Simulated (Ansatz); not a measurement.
`C[O][SnH2][F]` → `[F][SnH3]` + `C=O` at 400 K and 1 bar (β-hydride elimination).

Gas-phase electronic energies from Ansatz, PBE0-D4/def2-TZVP geometries. CCSD(T)/CBS adds triple-zeta CCSD(T) − MP2 to the extrapolated MP2 energy (def2 sets, frozen cores). This one scheme is used for every species. def2 core potentials past Kr. For Sn outer-core shells are correlated without core-valence functions, which leaves a few kJ/mol of doubt a bond. Each species was taken in one conformer, which may not be the lowest.

```tsv
species	CCSD(T)/CBS energy (Eh)	H − E (kJ/mol)	S (J/(mol·K))
`C[O][SnH2][F]`	-430.07156	180.6	379.6
`[F][SnH3]`	-315.62493	76.6	283.1
`C=O`	-114.39408	83.9	229.4
```

H − E and S are ideal-gas, rigid-rotor, harmonic terms from PBE0-D4/def2-TZVP, for one conformer and one mirror image of each species. 1 Eh = 2625.50 kJ/mol, R = 8.31446 J/(mol·K).

By hand: ΔE, ΔH, ΔS and ΔG.

ΔE = (-315.62493) + (-114.39408) − (-430.07156) = 0.05255 Eh = 138.0 kJ/mol. Δ(H − E) = 76.6 + 83.9 − 180.6 = -20.1, so ΔH = 117.9 kJ/mol. ΔS = 283.1 + 229.4 − 379.6 = 132.9 J/(mol·K). ΔG = 117.9 − 400 × (132.9)/1000 = 64.7 kJ/mol.

By hand: the equilibrium constant, and the temperature at which ΔG would vanish if ΔH and ΔS stayed fixed.

log₁₀ K = −ΔG/(RT ln 10) = -8.4. ΔG = 0 at ΔH/ΔS = 887 K.

The number of gas molecules changes by +1, which sets the sign of ΔS. A doubt of 5 kJ/mol in ΔE shifts log₁₀ K by 0.7 here. Other conformers and mirror images would add mixing entropy, several J/(mol·K) or more a flexible species. These are equilibria of isolated gas molecules and say nothing of rates. Largest T1 diagnostic: 0.015 (customary marks: 0.02 for closed shells, 0.045 for open ones).
